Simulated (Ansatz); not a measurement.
Born–Oppenheimer molecular dynamics of C$_{3}$H$_{4}$F$_{2}$Si (10 atoms, charge 0, multiplicity 1). It starts from a relaxed structure.

The calculation used UKS revPBE/STO-3G in Ansatz 0.2.0.

```yaml
ensemble: NVE (velocity Verlet)
time_step: 0.5 fs
steps_asked: 140
starting_velocities_drawn_for: 300 K
masses: H 10 u
seed: 155160
```

First frame:

```xyz
10
Properties=species:S:1:pos:R:3
C 1.554 0.012 2.163
C 0.745 -0.283 1.298
Si -0.453 -0.737 -0.026
F 0.038 -2.148 -0.748
C -0.543 0.683 -1.357
F -1.105 1.893 -0.869
H 2.273 0.276 2.938
H -1.770 -0.925 0.594
H -1.148 0.305 -2.231
H 0.492 0.873 -1.760
```

Question: How far do the bonds stretch over the last three quarters of this one trajectory? (Pairs bonded in most of those frames.)

Answer: 
```tsv
bond	mean (Å)	spread (Å)	shortest	longest
C1–C2	1.222	0.006	1.21	1.23
C1–H7	1.090	0.020	1.06	1.12
C2–Si3	1.837	0.013	1.81	1.86
Si3–F4	1.673	0.031	1.62	1.71
Si3–C5	1.957	0.019	1.92	1.99
Si3–H8	1.465	0.018	1.43	1.49
C5–F6	1.421	0.016	1.40	1.45
C5–H9	1.130	0.022	1.09	1.16
C5–H10	1.128	0.018	1.10	1.16
```

Mean temperature of the second half: 154 K. The conserved energy stayed within 0.035 meV per atom of its start (net change 0.031 meV per atom), so the integration is sound. Over the second half the temperature averaged 0.51 of the 300 K drawn at the start: a run that starts near a minimum puts about half its kinetic energy into the potential. A run of 0.07 ps of so small a system gives no equilibrium averages. Limits of this set-up: minimal basis.

Run time: 11 min on 1 thread of Arm Neoverse N1 (shared host), peak memory 0.12 GiB.
